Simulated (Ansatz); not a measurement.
CrS₂Cl₂⁺. Total charge 1; doublet. Geometry r2SCAN-D4/def2-SVP, that of the neutral singlet.

```xyz
5

Cr   -0.0064   -0.0112   -0.0105
S    -1.3164   -1.4111    0.4577
S     0.4181   -0.1488   -1.9331
Cl    1.7603   -0.3153    1.1106
Cl   -0.8556    1.8864    0.3753
```

At r2SCAN-D4/def2-TZVP, PBE0-D4/def2-TZVP the charge 1 doublet is spin-contaminated (final ⟨S²⟩ up to 1.30, 0.75 for a pure state).

Estimate the α-spin orbital energies around the gap (eV) in Ansatz with PBE-D4/def2-TZVP, r2SCAN-D4/def2-TZVP, PBE0-D4/def2-TZVP.


| orbital | PBE-D4/def2-TZVP | r2SCAN-D4/def2-TZVP | PBE0-D4/def2-TZVP |
| --- | --- | --- | --- |
| HOMO−5 | -14.21 | -14.62 | -15.81 |
| HOMO−4 | -14.12 | -14.54 | -15.65 |
| HOMO−3 | -14.10 | -14.50 | -15.45 |
| HOMO−2 | -12.96 | -13.41 | -14.42 |
| HOMO−1 | -12.91 | -13.32 | -14.23 |
| HOMO | -12.83 | -13.19 | -14.18 |
| LUMO | -10.86 | -10.76 | -9.43 |
| LUMO+1 | -10.63 | -10.58 | -9.24 |
| LUMO+2 | -9.94 | -9.93 | -8.79 |
| LUMO+3 | -9.71 | -9.70 | -8.67 |
| LUMO+4 | -9.41 | -9.44 | -8.55 |
| LUMO+5 | -4.35 | -3.66 | -3.75 |
| β HOMO | -12.65 | -12.91 | -13.74 |
| β LUMO | -11.97 | -11.85 | -11.11 |
